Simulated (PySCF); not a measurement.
Harmonic spectrum computed at PBE0 in the def2-SVPD basis family (core potentials from Rb on, PySCF, no spin–orbit coupling):

```json
{"ω (cm⁻¹)": "81", "IR (km/mol)": "3.9"}
{"ω (cm⁻¹)": "493", "IR (km/mol)": "197"}
{"ω (cm⁻¹)": "502", "IR (km/mol)": "8.8"}
```

Which molecule gave it? In each, all ligands are bound to the one heavy central atom.
A. IrS₂⁻ (singlet)
B. ReS₂⁻ (triplet)
C. TcS₂⁻ (quintet)
D. MoS₂⁻ (quartet)
E. OsS₂⁻ (doublet)

B. It has C2v symmetry with Re–S 2.146 Å (×2).
